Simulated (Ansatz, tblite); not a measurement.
Spin states of Ir(PH3)2H5 (P₂IrH₁₁), formally d⁴, each relaxed with PBE-D4/def2-SVP in Ansatz. Electronic energies in the gas phase.

In the def2 sets Ir takes a core potential; there is no spin–orbit coupling. The xTB rows come from tblite. Correlated methods freeze 10 core orbitals; core or outer-core shells of Ir are correlated, in sets that lack core-valence functions. In the triplet geometry the species has come apart into loosely held pieces. In the triplet, H12 and H13 lie 0.77 Å apart (atoms count from 1), so H2 has formed as a molecule.

Singlet geometry:

```xyz
14

Ir    0.001    0.001    0.000
P    -1.638    0.624   -1.482
H    -2.056    1.991   -1.527
H    -2.930    0.020   -1.388
H    -1.426    0.432   -2.883
P     1.638   -0.625    1.482
H     2.004   -2.004    1.578
H     1.452   -0.368    2.876
H     2.951   -0.077    1.348
H     0.922    1.276   -0.506
H     0.957   -0.519   -1.243
H    -0.363   -1.584   -0.295
H    -1.151   -0.468    1.088
H    -0.359    1.301    0.953
```

Triplet geometry:

```xyz
14

Ir    0.154    0.434    0.143
P    -2.094    0.420    0.663
H    -2.495    0.650    2.022
H    -2.893   -0.756    0.451
H    -2.997    1.359    0.060
P     2.198    0.216   -0.904
H     2.516    0.975   -2.081
H     2.649   -1.058   -1.391
H     3.388    0.542   -0.171
H     0.690    1.025    1.550
H     0.262    2.057    0.235
H    -1.115   -2.935   -1.032
H    -0.782   -2.264   -0.833
H     0.519   -0.665    1.288
```

Only these spin states were relaxed. A quintet, which d4 allows, wasn't run and may lie lower. The triplet has fallen apart into loose fragments. The triplet has other bonds than the singlet, so the gap mixes isomer and spin.

```tsv
level	triplet − singlet (kJ/mol)	lowest of these
GFN1-xTB	336.0	singlet
B97M-V/def2-TZVP	234.4	singlet
r2SCANh-D4/def2-TZVP	235.3	singlet
PBE0-D4/def2-TZVP	240.1	singlet
r2SCAN0-D4/def2-TZVP	234.5	singlet
RPA@PBE/def2-TZVP	237.8	singlet
```

Estimate the rows for GFN2-xTB, PBE-D4/def2-TZVP, r2SCAN-D4/def2-TZVP, CAM-B3LYP-D4/def2-TZVP, ωB97X-V/def2-TZVP.


```csv
level,triplet − singlet (kJ/mol),lowest of these
GFN2-xTB,246.5,singlet
PBE-D4/def2-TZVP,236.0,singlet
r2SCAN-D4/def2-TZVP,235.5,singlet
CAM-B3LYP-D4/def2-TZVP,241.6,singlet
ωB97X-V/def2-TZVP,256.9,singlet
```

The xTB methods have no spin-polarisation term.

How do the metal–ligand distances follow the spin state?


```
  state  donor atoms  mean metal–ligand distance (Å)  range (Å)  Mulliken spin on the metal (PBE0)
singlet            7                           1.836  1.65–2.30                                  0
triplet            5                           1.898  1.62–2.31                               1.19
```

⟨S²⟩ at PBE0-D4/def2-TZVP: singlet 0.00 (pure 0.00), triplet 2.00 (pure 2.00).
